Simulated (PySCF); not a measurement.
Compound: trithioarsenate(V) anion, AsOS3 (charge -3).
Bonds: O1–As2, As2–S3 (double), As2–S4, As2–S5.

Computed with PBE0-D3(BJ)/def2-SVP geometry optimisation, gas phase in PySCF.

Q: Give the optimised bond lengths and angles.

A: 
```
                  bond  length (pm)
                O1–As2        167.6
As2=S3, As2–S4, As2–S5        224.4
```

Bonds in one row agree within 1 pm and their mean is given. A selection of angles:
```
    angle  degrees
O1–As2–S3    109.9
S3–As2–S4    109.0
```

All 3 As–S bonds measure 2.242 to 2.245 Å. As2 (arsenic bonded to O and 3 S) is tetrahedral (angles from 109.0° to 109.9°).

Point group: C3v (tolerance 0.08 Å). Whether it is a minimum is left open (no frequencies). Whether so highly charged an anion holds all its electrons in the gas phase wasn't checked; a finite basis holds them in any case. The ion is multiply charged and computed without counter-ions or solvent. The geometry's basis has no diffuse functions, a weakness for an anion.

The run took 12 s on Intel Xeon 6975P-C, one thread, on a shared host, and the process peaked at 0.44 GiB of memory. These figures are those of the optimisation.
